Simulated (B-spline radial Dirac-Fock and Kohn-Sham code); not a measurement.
4p3/2 photoionisation of Cd⁶⁺ near threshold

System: cadmium as Cd⁶⁺ in the configuration [Kr] 4d6. The computed 4p3/2 threshold is 171.1 eV; without correlation, outer thresholds are uncertain by 1 to 2 eV. With an open shell the threshold is an average over the terms of the final ion.

The computed values come from a radial B-spline solver: independent-particle photoionisation in a Dirac-Hartree-Slater potential with a Latter tail, all multipoles, thresholds from Dirac-Fock ΔSCF. Interchannel coupling and autoionising resonances are not included, so magnitudes near threshold are approximate.

**Question.** How do σ and β run from threshold to 400 eV kinetic energy?

**Answer.** The cross section shows no minimum in this range. It is largest at the lowest energy, 0.358 Mb. β ranges from -0.46 (at 1.5 eV) to 1.54.

| kinetic energy (eV) | σ (Mb) | β |
| --- | --- | --- |
| 1.5 | 0.358 | -0.46 |
| 1.9 | 0.358 | -0.44 |
| 2.3 | 0.357 | -0.41 |
| 2.9 | 0.357 | -0.39 |
| 3.7 | 0.356 | -0.36 |
| 4.6 | 0.355 | -0.33 |
| 5.7 | 0.354 | -0.29 |
| 7.2 | 0.353 | -0.25 |
| 9.0 | 0.351 | -0.20 |
| 11.2 | 0.349 | -0.14 |
| 14.0 | 0.347 | -0.08 |
| 17.5 | 0.344 | 0.00 |
| 21.9 | 0.340 | 0.08 |
| 27.4 | 0.335 | 0.18 |
| 34.2 | 0.329 | 0.28 |
| 42.8 | 0.321 | 0.40 |
| 53.5 | 0.310 | 0.53 |
| 66.9 | 0.297 | 0.66 |
| 83.7 | 0.285 | 0.79 |
| 104.7 | 0.267 | 0.93 |
| 130.9 | 0.245 | 1.05 |
| 163.6 | 0.219 | 1.18 |
| 204.6 | 0.193 | 1.28 |
| 255.8 | 0.166 | 1.38 |
| 319.9 | 0.139 | 1.47 |
| 400.0 | 0.113 | 1.54 |

Run: 4.1 s of CPU time on 1 thread of Intel(R) Xeon(R) Platinum 8488C (shared host), peak memory 0.38 GiB.
